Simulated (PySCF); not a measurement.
Si(F)2(SiH3)2 (F₂H₆Si₃), SMILES F[Si](F)([SiH3])[SiH3]. Atoms are numbered in the order given.

```xyz
11

F      0.0000     1.3058    -1.3669
Si     0.0000     0.0000    -0.3916
F      0.0000    -1.3058    -1.3669
Si     1.9833     0.0000     0.8366
Si    -1.9833     0.0000     0.8366
H      2.0124    -1.2147     1.7026
H      2.0124     1.2147     1.7026
H      3.1633     0.0000    -0.0736
H     -3.1633     0.0000    -0.0736
H     -2.0124    -1.2147     1.7026
H     -2.0124     1.2147     1.7026
```

The structure is a stationary point at ωB97X-D3(BJ)/def2-SVP.

Level of theory: PBE/pcSseg-1 (PySCF).

GIAO shieldings, no solvent; atoms alike by connectivity are averaged. δ = σ(ref) − σ: ¹⁹F against CFCl3 (σ = 133.6 ppm); ²⁹Si against TMS (σ = 335.4 ppm); ¹H against TMS (σ = 31.49 ppm), references at their B3LYP-D3(BJ)/def2-TZVP geometries, non-relativistic.

Computed chemical shifts:
```csv
nucleus,atoms,count,δ (ppm)
¹⁹F,"F1, F3",2,-160.0
²⁹Si,Si2,1,59.1
²⁹Si,"Si4, Si5",2,-117.1
¹H,"H6, H7, H8, H9, H10, H11",6,3.73
```
